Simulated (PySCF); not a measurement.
H7NO2Si2, SMILES N[Si](O)(O)[SiH3].

Geometry optimised at TPSSh-D3(BJ)/def2-SVP. The structure was generated by enumeration, and PubChem lists no compound with its InChIKey, so it may never have been made. The values are those of a single conformer.

Level of theory: SMD-ωB97X/6-31G* (PySCF).

Solvation free energies are E(SMD) − E(gas) at the gas-phase geometry, for 1 M in both phases. In vacuum the dipole moment is 3.49 D.

```json
[
 {"solvent": "water", "ΔG(solv) (kcal/mol)": "-9.7", "its non-electrostatic (CDS) part": "4.3", "dipole (D)": "4.51"},
 {"solvent": "ethanol", "ΔG(solv) (kcal/mol)": "…", "its non-electrostatic (CDS) part": "…", "dipole (D)": "…"},
 {"solvent": "diethylether", "ΔG(solv) (kcal/mol)": "-6.3", "its non-electrostatic (CDS) part": "-1.1", "dipole (D)": "3.98"}
]
```

What belongs in the gaps? (The exact figures need the calculation; the answer reports its results.)


- ethanol, ΔG(solv) (kcal/mol): -11.2
- ethanol, its non-electrostatic (CDS) part: 1.5
- ethanol, dipole (D): 4.43
